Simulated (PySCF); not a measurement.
**Au(2+) (gold, charge +2) across methods**

[Xe] 4f14 5d8 6s1, high-spin 4F determinant (an excited configuration). Computed with PySCF 2.14 in aug-cc-pVDZ-PP with ECP60MDF (5s5p4d2f, 54 functions), with a scalar-relativistic core potential. The B2PLYP total includes its PT2 part (frozen core); its orbital energies are those of the SCF part.

| method | E (hartree) | mean ε 5d α (eV) | mean ε 5d β (eV) | mean ε 6s α (eV) | Σ⟨r²⟩ (bohr²) | ⟨S²⟩ |
| --- | --- | --- | --- | --- | --- | --- |
| B2PLYP | -134.2283 | -34.737 | -32.893 | -26.131 | 36.65 | 3.751 |
| LDA | -134.1950 | -31.077 | -29.433 | -24.985 | 36.79 | 3.750 |
| r2SCAN | -134.4992 | -31.541 | -29.655 | -24.861 | 36.44 | 3.751 |
| PBE0 | -134.4390 | -32.953 | -31.195 | -25.489 | 36.55 | 3.751 |
| UHF | -133.65842 | -37.937 | -35.668 | -27.250 | 36.70 | 3.753 |
| wB97X | -134.4572 | -35.217 | -33.710 | -27.371 | 36.43 | 3.751 |
| PBE | -134.4677 | -30.963 | -29.340 | -24.639 | 36.63 | 3.750 |
| BP86 | -134.5604 | -31.047 | -29.509 | -24.783 | 36.60 | 3.750 |
| MN15 | -134.1973 | -33.368 | -31.789 | -26.605 | 36.67 | 3.751 |

Energies and moments cover only the electrons outside the core potential. Spin-orbit coupling, absent here, splits the open shell strongly.
